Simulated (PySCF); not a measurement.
# A thermochemical cycle for CuH

PBE in PySCF with def2-TZVPPD on every atom, for the lowest determinant that a PBE0 search found; no spin–orbit coupling. CuH, a singlet (closed shell), has De = 2.80 eV to neutral atoms, and CuH⁺, a doublet (σ ↑), has De = 1.39 eV to Cu⁺ (3d10) + H.

The adiabatic ionisation energy of CuH, between the minima, is 9.57 eV.

Problem. Which ionisation energy of the Cu atom does this level give?

Solution. IE(Cu) = IE(molecule) + De(ion) − De(neutral) = 9.57 + 1.39 − 2.80 = 8.16 eV; the measured value is 7.726 eV (NIST ASD).

For an ion De counts to the pair picked by the measured ionisation energies or electron affinities, which need not be the lowest pair at this level. With d or f electrons several states lie close, and the lowest PBE0 determinant need not be the measured ground state.
